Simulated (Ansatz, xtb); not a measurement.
Two isomers of C6H6N2

We compare I, `N#C[C@@H]1CC[C@H]1C#N`, a singlet, with II, `N#C[C@H]1C[C@H](C#N)C1`, a singlet. Both are isolated molecules in the gas phase, relaxed with r2SCAN-D4/def2-SVP.

Quicker runs give these differences E(II) − E(I): GFN2-xTB −0.14 kcal/mol; HF/STO-3G −0.26 kcal/mol (at GFN2-xTB geometries); r2SCAN-D4/def2-SVP//GFN2-xTB −0.43 kcal/mol.

**Question.** Estimate E(II) − E(I) at the level CCSD(T)/def2-SVP + ΔMP2/def2-TZVPP.

**Answer.** CCSD(T)/def2-SVP + ΔMP2/def2-TZVPP gives E(II) − E(I) = −0.25 kcal/mol, slightly favouring structure II, which is too small a margin to settle the true order.

The same difference at several levels:

```csv
level,geometry,E(II) − E(I) (kcal/mol),departure from the last row (kcal/mol),"job, with rough time for the two"
GFN2-xTB,GFN2-xTB,−0.14,+0.11,"optimisation, 0.19 s"
HF/STO-3G,GFN2-xTB,−0.26,−0.01,"single point, 0.54 s"
r2SCAN-D4/def2-SVP//GFN2-xTB,GFN2-xTB,−0.43,−0.19,"single point, 6.9 s"
r2SCAN-D4/def2-SVP,r2SCAN-D4/def2-SVP,−0.01,+0.24,"optimisation, 89 s"
HF/def2-SVP,r2SCAN-D4/def2-SVP,−0.30,−0.05,part of the CCSD(T) run
MP2/def2-SVP,r2SCAN-D4/def2-SVP,+0.16,+0.41,part of the CCSD(T) run
CCSD(T)/def2-SVP,r2SCAN-D4/def2-SVP,+0.05,+0.29,single point
CCSD(T)/def2-SVP + ΔMP2/def2-TZVPP,r2SCAN-D4/def2-SVP,−0.25,,"single point, 2.5 min"
```

As drawn, both hold the same kinds of bond in the same numbers.

The largest departure from CCSD(T)/def2-SVP + ΔMP2/def2-TZVPP is that of MP2/def2-SVP, 0.41 kcal/mol. The last row adds to CCSD(T) the change of the MP2 difference between the two basis sets, here −0.29 kcal/mol.

With thermal terms from frequencies at re-optimised GFN2-xTB minima (ideal gas, soft modes damped towards free rotors, one conformer each, 298.15 K, 1 atm): the zero-point term adds −0.02 kcal/mol; ΔH is −0.29 and ΔG −0.52 kcal/mol.

The correlated steps freeze 8 core orbitals. Codes used: Ansatz 0.2.0, xtb 6.7.1; the last row on 2 threads of Arm Neoverse V2 on a shared host.
